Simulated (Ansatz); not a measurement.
Consider the formal exchange of groups at a B–C bond: `CB1C=C1` + CH₃OH → `OCB1C=C1` + CH₄.

Isolated molecules relaxed with PBE0-D4/def2-TZVP in Ansatz; ΔE leaves out vibrations. CCSD(T)/CBS is the MP2 limit (def2-TZVPP, def2-QZVPP) plus CCSD(T) − MP2 in def2-TZVPP, frozen cores. This one scheme is used for every species. DFT in def2-TZVPP. Each species was taken in one conformer, which may not be the lowest.

`CB1C=C1`:

Cartesian coordinates in Å:
```
C 0.253 -0.314 -1.416
B 0.007 0.003 0.082
C -0.550 -0.298 1.412
C 0.107 0.868 1.270
H -0.565 0.119 -2.003
H 1.177 0.129 -1.793
H 0.261 -1.386 -1.627
H -1.066 -0.842 2.193
H 0.376 1.720 1.881
```

CH₃OH:

Cartesian coordinates in Å:
```
C -0.278 -0.064 0.213
O 0.584 -0.249 -0.887
H -1.057 -0.824 0.140
H -0.762 0.920 0.205
H 0.236 -0.195 1.173
H 1.277 0.412 -0.844
```

`OCB1C=C1`:

```xyz
10

O     2.097   -0.520   -0.432
C     0.743   -0.856   -0.699
B    -0.322    0.046   -0.020
C    -0.710    1.126    0.907
C    -1.697    0.486    0.257
H     2.118    0.003    0.372
H     0.601   -0.827   -1.786
H     0.545   -1.901   -0.412
H    -0.600    1.928    1.623
H    -2.776    0.515    0.189
```

CH₄:

Z-matrix (Å, degrees):
```
C
H 1 1.090
H 1 1.090 2 109.5
H 1 1.090 2 109.5 3 -120.0
H 1 1.090 2 109.5 3 120.0
```

| level | ΔE (eV) |
| --- | --- |
| r2SCANh-D4 | -0.01 |
| BHLYP-D4 | 0.02 |

(1) What does CCSD(T)/CBS give? (Best estimate.)

Largest T1 diagnostic among the species: 0.010.

Answers

(1) Computed: +0.01 eV. The listed levels differ from it by -0.02, 0.01 eV.

From BLYP to BHLYP (50 % exact exchange), in def2-TZVPP and without D4, ΔE moves by +0.04 eV. In def2-TZVPP, CCSD(T) changes the Hartree–Fock value by −0.07 eV (the triples alone add −0.01 eV) and MP2 by −0.06 eV.
